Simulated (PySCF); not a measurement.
C7H10NOP.
Z-matrix (Å and degrees, PBE0-D3(BJ)/def2-SVP geometry), rows numbered from 1:
```
C 
C   1  1.5217
P   2  1.8205  1  111.26
O   3  1.4964  2  115.13  1    54.19
C   3  1.8232  2  105.62  1   -70.54
C   5  1.3944  3  117.32  2   123.58
C   6  1.3958  5  118.29  3  -179.70
N   7  1.3298  6  123.47  5    -0.14
C   8  1.3308  7  117.94  6    -0.09
C   9  1.3945  8  123.48  7     0.13
H   1  1.0996  2  111.04  3  -175.07
H   1  1.1011  2  111.38  3    64.71
H   1  1.0999  2  110.29  3   -54.90
H   2  1.1028  1  111.22  3   117.85
H   2  1.1034  1  112.40  3  -122.12
H   3  1.4288  2  102.85  1  -177.84
H   6  1.0930  5  119.55  3     0.56
H   7  1.0961  6  120.06  5   179.93
H   9  1.0962  8  116.47  7  -179.79
H  10  1.0937  5  121.78  3    -0.56
```

Level: PBE0/pcSseg-1 in PySCF, non-relativistic, on one gas-phase PBE0-D3(BJ)/def2-SVP geometry that isn't relaxed in the solvent. The solvent is an IEF-PCM continuum (van der Waals radii × 1.2). Only the electrostatic response of the medium enters.

Gas phase at PBE0/pcSseg-1: HOMO -7.65 eV, LUMO -1.54 eV, dipole 3.63 D.

What does the continuum do to the energy, the frontier levels and the dipole at PBE0/pcSseg-1 in chloroform?

```json
{"solvent": "chloroform", "ε": "4.711", "E(solvent) − E(gas) (kJ/mol)": "-34.34", "polarisation term (kJ/mol)": "-39.42", "distortion of the solute (kJ/mol)": "5.08", "HOMO (eV)": "-7.67", "LUMO (eV)": "-1.43", "dipole (D)": "4.68"}
```

The polarisation term is half the interaction of the solute with the surface charges that it induces; the rest is the cost of distorting the solute's density. The sum is the electrostatic part of solvation alone.

Which radius a makes the point-dipole formula ΔE = −[(ε − 1)/(2ε + 1)]·μ²/a³ give the value in chloroform, with the gas-phase dipole?

μ = 1.429 au and |ΔE| = 0.01308 Eh give a = 2.02 Å; the farthest nucleus lies 3.85 Å from the centroid of the nuclei, so such a sphere wouldn't even hold the nuclei. The formula assumes a rigid point dipole at the centre of a sphere.

Which Hirshfeld charges (PBE0/pcSseg-1) respond most in chloroform (means over atoms taken as equivalent)?

| atoms | environment | gas (e) | solvent (e) | change |
| --- | --- | --- | --- | --- |
| O4 | phosphoryl oxygen | -0.393 | -0.432 | -0.039 |
| N8 | pyridine-type nitrogen | -0.156 | -0.179 | -0.023 |
| H16 | P–H hydrogen | -0.003 | +0.011 | +0.014 |
| H15 | methylene hydrogen | +0.045 | +0.056 | +0.011 |
| P3 | phosphoryl phosphorus | +0.412 | +0.419 | +0.007 |
| H17/H20 | aromatic hydrogen | +0.055 | +0.060 | +0.005 |
| H14 | methylene hydrogen | +0.054 | +0.060 | +0.006 |
| C2 | sp3 carbon bound to phosphorus | -0.106 | -0.102 | +0.004 |
| H18/H19 | aromatic hydrogen | +0.055 | +0.060 | +0.005 |
| C5 | substituted aromatic carbon | -0.043 | -0.040 | +0.003 |
| C7/C9 | aromatic CH next to a ring nitrogen | +0.022 | +0.019 | -0.003 |
| C6/C10 | aromatic CH carbon | -0.046 | -0.043 | +0.003 |

Time: 47 s; peak memory 1.2 GiB. Hardware: one thread, Arm Neoverse V1 (aarch64), shared host with 32 logical CPUs at a one-minute load of 12. This is the whole shielding run at PBE0/pcSseg-1 in chloroform, SCF included.
